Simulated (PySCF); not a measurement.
Polarisability and C₆ of Sm (samarium, neutral)

[Xe] 4f6 6s1 6p1, one real determinant (an excited configuration). Computed with PySCF 2.14 in ANO-RCC-VTZP (8s7p5d3f2g1h, 104 functions), with scalar relativity by spin-free X2C-1e. Coupled (time-dependent) response in atomic units; α is the mean over directions. The basis has no added diffuse functions, which lowers α and C₆.

| method | mean α (bohr³) | α xx, yy, zz | C₆ (like pair) | S(−4) |
| --- | --- | --- | --- | --- |
| UHF | 905.1 | 1039, 1039, 637.7 | 6416 | 16340000 |

S(−4) is the Cauchy moment in α(ω) = α(0) + S(−4) ω² + …

Spin-orbit coupling is absent.

α(iu) at UHF:

| u (hartree) | α(iu) (bohr³) |
| --- | --- |
| 0 | 905.1 |
| 0.0500 | 110.5 |
| 0.100 | 74.94 |
| 0.200 | 39.84 |
| 0.300 | 24.90 |
| 0.500 | 13.59 |
| 0.750 | 8.550 |
| 1.00 | 6.132 |
| 1.50 | 3.735 |
| 2.00 | 2.568 |
| 3.00 | 1.467 |
| 5.00 | 0.6890 |

The components differ because the open shell of this determinant is not spherical; for a pure term their mean is the scalar polarisability.

⟨L²⟩ = 14.20 against 20 for a pure G term, so this real determinant mixes terms. Spin-orbit coupling, absent here, splits the open shell strongly.
